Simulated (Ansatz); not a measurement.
```yaml
crystal:
  periodic: [false, false, false]
  atoms:
    - {symbol: F, position_ang: [-0.934783, -1.117925, 1.829134]}
    - {symbol: C, position_ang: [-0.361270, -0.591297, 0.761186]}
    - {symbol: C, position_ang: [-0.516409, 0.705615, 0.524001]}
    - {symbol: F, position_ang: [-1.275263, 1.420701, 1.336799]}
    - {symbol: C, position_ang: [0.073591, 1.530498, -0.598886]}
    - {symbol: F, position_ang: [-0.746333, 1.576056, -1.649597]}
    - {symbol: F, position_ang: [0.258674, 2.775482, -0.171601]}
    - {symbol: F, position_ang: [1.244120, 1.051302, -1.003794]}
    - {symbol: C, position_ang: [0.408995, -1.606263, -0.061724]}
    - {symbol: F, position_ang: [-0.049849, -2.822190, 0.211613]}
    - {symbol: F, position_ang: [0.264727, -1.392087, -1.366164]}
    - {symbol: F, position_ang: [1.710899, -1.584989, 0.222932]}
basis:
  gaussian: {orbitals: def2-SVPD, nuclear_model: gaussian}
total_charge: -1
magnetization: {spin_polarized: true, initial_magnetization: 1}
hamiltonian: {xc: {name: PBE}, dispersion: d3bjatm}
accuracy: high
kpoints: {mp_grid: {grid: [2, 2, 2]}}
```

```sh
$ ansatz run in.yaml --threads 4 --pin off --events-out ev --progress --plain --max-ram 66560MiB --backend cpu
```

It prints (some lines left out):

```
Error: invalid value for `basis.gaussian`: such a run doesn't read kpoints; remove what it names
```

In this input the input holds a key that doesn't belong there. The input was rejected before any iteration.
